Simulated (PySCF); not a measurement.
Compound: arsine, AsH3.
Cartesian coordinates in Å at the PBE0-D3(BJ)/def2-SVP level; atoms count from 1:
```xyz
4
AsH3 angstrom
As     0.0485   -0.0297    0.6482
H     -0.1409    1.2436   -0.1695
H     -0.9660   -0.7894   -0.2000
H      1.2069   -0.4869   -0.2320
```

Computed, not measured: PBE0-D3(BJ)/def2-SVP geometry optimisation, gas phase in PySCF.

Masses are those of the commonest isotopes; rigid-rotor values at the optimised geometry. 

Question: Give the principal moments of inertia and the rotational constants in cm⁻¹.

Answer: Ia = 4.52, Ib = 4.52, Ic = 4.85 u·Å²; 505379 MHz·u·Å²/I gives 111787, 111768 and 104152 MHz, that is A = 3.72882, B = 3.72818, C = 3.47414 cm⁻¹.

Question: What kind of rotor is it?

Answer: An oblate symmetric top, as the point group C3v requires two equal moments; the computed ones differ by 0.02 % because the geometry is symmetric only within the optimiser's tolerance. Ray's parameter κ = (2B − A − C)/(A − C) = 0.995; −1 is the prolate and +1 the oblate limit.

Question: Is it planar, by Δ = Ic − Ia − Ib?

Answer: Not planar: Δ = Ic − Ia − Ib = -4.19 u·Å². For a rigid frame Δ = −2 Σ m c², so Σ m c² = 2.10 u·Å² lies off the ab plane: 2.01 from hydrogen and 0.08 from heavier atoms. The atom farthest from that plane is 0.82 Å away.

Question: Give the other two planar moments, Paa and Pbb, and the rms extents of the mass along the axes.

Answer: Paa = Σ m a² = (Ib + Ic − Ia)/2 = 2.43 and Pbb = Σ m b² = (Ia + Ic − Ib)/2 = 2.43 u·Å². With the mass M = 77.95 u, the rms extents √(P/M) along a, b and c are 0.18, 0.18, 0.16 Å.

Question: Where do the R-branch lines fall?

Answer: The dipole of 0.50 D lies along the symmetry axis, so ΔK = 0 and J+1 ← J falls at 2B(J+1) for every K: 223.56 GHz, 447.11 GHz, 670.67 GHz, 894.22 GHz, 1117.78 GHz for J = 0 to 4.

Question: Estimate the classical rotational partition function at 100 K and 298.15 K.

Answer: Point group C3v, symmetry number σ = 3; q = (√π/σ)·√((kT/h)³/(ABC)), k/h = 20836.6 MHz/K: 49.3 at 100 K, 254 at 298.15 K.

Whether it is a minimum is left open (no frequencies). Constants of a rigid frame at the computed geometry: no zero-point averaging, no centrifugal distortion.
